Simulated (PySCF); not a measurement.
Below is a simulated gas-phase Si 1s photoelectron spectrum of `N#CC[SiH2][SiH3]`.

Every computed line was given a Gaussian of 0.5 eV full width at half maximum and an area set by the number of equivalent atoms; the highest printed point is 100. Method used: PySCF 2.14.0, delta-SCF UKS SCAN, pcX-2 on the ionised atom, pcseg-1 elsewhere, spin-free X2C.

| binding energy (eV) | intensity |
| --- | --- |
| 1845.8 | 0 |
| 1845.9 | 1 |
| 1846.0 | 3 |
| 1846.1 | 8 |
| 1846.2 | 19 |
| 1846.3 | 39 |
| 1846.4 | 64 |
| 1846.5 | 88 |
| 1846.6 | 100 |
| 1846.7 | 95 |
| 1846.8 | 75 |
| 1846.9 | 49 |
| 1847.0 | 27 |
| 1847.1 | 12 |
| 1847.2 | 4 |
| 1847.3 | 1 |
| 1847.4 | 0 |

Q: Count the maxima, the lines and the sites behind this envelope.

A: The curve has 1 maximum (at 1846.6 eV). Under it lie 2 lines from 2 inequivalent silicon sites. At this width some lines have no maximum of their own.

Q: Decompose the envelope and assign each component. Numbering: `[N:1]#[C:2][CH2:3][SiH2:4][SiH3:5]`.

A: 
```
position (eV)  relative area   line  atoms   environment
      1846.53              1  Si 1s    Si5  SiH3 silicon
      1846.71              1  Si 1s    Si4  SiH2 silicon
```

Q: What are the centre and the root-mean-square width of the whole band?

A: The area-weighted mean of the lines is 1846.62 eV. Their own spread about it is 0.09 eV (rms) and each Gaussian has σ = 0.5/2.355 = 0.21 eV; the variances add, which gives 0.23 eV.

Q: Above which line width would these two lines show one maximum?

A: Two equal Gaussians merge once their distance is under 2σ = FWHM/1.177. With 0.18 eV between them that is a full width over 0.21 eV.

The 2 Si 1s values lie within 0.18 eV of each other; Gaussian lines of 0.5 eV full width would blend them into one maximum.

The curve has no shake-up lines and no vibrational structure. Isolated species at its PBE0-D3(BJ)/def2-SVP geometry (one conformer only).

Conformer computed: `[N:1]#[C:2][CH2:3][SiH2:4][SiH3:5]`: C2–C3–Si4–Si5 -55°.
